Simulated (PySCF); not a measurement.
**Spin states of CsSr⁺**

Unrestricted PBE0; PySCF, scalar-relativistic core potentials, basis sets Cs def2-SVPD with ECP46, Sr def2-SVPD with ECP28. Outer shells of the fragments: Cs+ closed shells only; Sr 5s2.

Followed along the bond (rough minima from three points):

```
2Ms+1  unpaired  ⟨S²⟩ at the start  R at minimum (Å)  Te (eV)
    1      none               0.00              4.75     0.00
    3  σ ↑, π ↑               2.00              4.34     1.52
```

Solutions found at the starting distance of 4.015 Å, counted from the lowest of them; the search is not exhaustive and high or unbound solutions are not listed, so other states can lie among these:

```csv
2Ms+1,unpaired,term,E (eV),⟨S²⟩,⟨Lz²⟩,μ (D)
1,none,¹Σ⁺,0.00,0.00,0.00,-1.10
3,"σ ↑, π ↑",³Π,1.37,2.00,1.00,0.91
3,σ ↑↑,³Σ⁺,1.37,2.00,0.00,0.55
1,"σ ↓, π ↑",mixed,1.80,1.00,1.03,0.28
3,"σ ↑, δ ↑",³Δ,1.98,2.00,4.00,-1.83
1,"σ ↑, δ ↓",mixed,2.20,1.00,4.00,-1.01
1,π ↑↓,mixed,3.55,1.00,2.00,2.63
1,none,mixed,3.94,0.00,2.00,2.85
```

A term symbol is given only where ⟨S²⟩ and ⟨Lz²⟩ are close to those of a pure state; real π, δ and φ orbitals otherwise mix terms. A positive dipole points towards Sr; it is taken about the centre of mass and depends on that origin.

Q: Compare the gap between the two lowest followed solutions at the starting distance with the gap between their minima.

A: At PBE0 the second solution (triplet, unpaired electrons σ ↑, π ↑) lies +1.37 eV from the first (singlet, closed shell) at 4.015 Å and +1.52 eV at the minima; the two curves relax by different amounts, since their minima lie near 4.34 and 4.75 Å.

Spin–orbit coupling is left out. Counting both spins, an empty level lies below a filled one in some of these solutions, because spin and occupation are held.
